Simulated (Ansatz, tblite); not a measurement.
Forces on Ge(SiH3)2H2 (Si₂GeH₈) at its PBE-D4/def2-SVP geometry. Charge 0, multiplicity 1.

The xTB rows come from tblite.

GFN1-xTB (tblite), largest force 0.86 eV/Å:

```xyz
11
positions Å, forces eV/Å
Ge   -0.509    0.190   -0.831    0.030   -0.011    0.049
Si    1.275    1.542    0.017   -0.164   -0.004   -0.202
Si   -0.892   -1.685    0.608   -0.095    0.100   -0.221
H     0.922    2.041    1.393    0.262   -0.155   -0.576
H     1.535    2.725   -0.876    0.044   -0.443    0.513
H     2.532    0.720    0.113   -0.473    0.448    0.008
H    -1.248   -1.199    1.988    0.145   -0.325   -0.546
H     0.359   -2.517    0.699   -0.588    0.276    0.042
H    -2.013   -2.548    0.093    0.505    0.239    0.386
H    -0.156   -0.309   -2.260   -0.359    0.368    0.694
H    -1.806    1.041   -0.941    0.694   -0.493   -0.147
```

GFN2-xTB (tblite), largest force 0.71 eV/Å:

```
Ge 0.365 -0.136 0.595
Si 0.029 0.169 -0.136
Si -0.164 -0.118 -0.084
H 0.198 -0.203 -0.595
H -0.033 -0.479 0.453
H -0.529 0.393 -0.018
H 0.160 -0.256 -0.587
H -0.566 0.339 -0.005
H 0.497 0.306 0.307
H -0.326 0.276 0.312
H 0.369 -0.292 -0.242
```

PBE-D4/def2-TZVP (Ansatz), largest force 0.16 eV/Å:

```
Ge 0.004 -0.001 0.005
Si 0.075 0.061 0.032
Si -0.020 -0.081 0.058
H 0.038 -0.050 -0.142
H -0.023 -0.119 0.094
H -0.129 0.086 -0.009
H 0.036 -0.052 -0.142
H -0.130 0.085 -0.008
H 0.115 0.085 0.056
H -0.016 0.020 0.054
H 0.050 -0.033 0.002
```
